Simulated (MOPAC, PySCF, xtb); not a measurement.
Pair of molecules: N-methylmethanimine (SMILES C=NC) (first 8 atoms) with HF (SMILES F); geometry from B3LYP-D3(BJ)/def2-TZVP, rigid monomers moved along the line of their centres of mass till N2···H10 is 1.89 Å.
(charge 0, multiplicity 1):
```xyz
10

C     -0.87117     0.98217     0.08531
N     -0.11876     0.13959     0.64317
C      0.56417    -0.86247    -0.15017
H     -1.37651     1.72741     0.69348
H     -1.04150     0.99873    -0.99527
H      0.34361    -0.78096    -1.21971
H      1.63899    -0.76360     0.00987
H      0.27398    -1.85130     0.20847
F      0.25124     0.19090     3.47223
H      0.13028     0.16834     2.51523
```

Monomers are frozen at their geometry in the pair; levels with a basis set take the counterpoise correction. Rows marked so take none.

Rows in 6-31G* carry no dispersion term and start afresh at each structure (6-31G* with six Cartesian d functions). The state that PM7 reach isn't checked; PM7 holds dispersion and hydrogen-bond terms.

The values were computed with MOPAC for PM7 (differences of heats of formation); PySCF for 6-31G* rows; xtb for the GFN methods. 

Task: One of these levels gives -4.96 kcal/mol for the interaction energy. Name it.
A. PM7
B. GFN-FF
C. M06-2X/6-31G* (no counterpoise)

Result: A, PM7. The others give -10.88 (GFN-FF), -13.02 (M06-2X/6-31G* (no counterpoise))
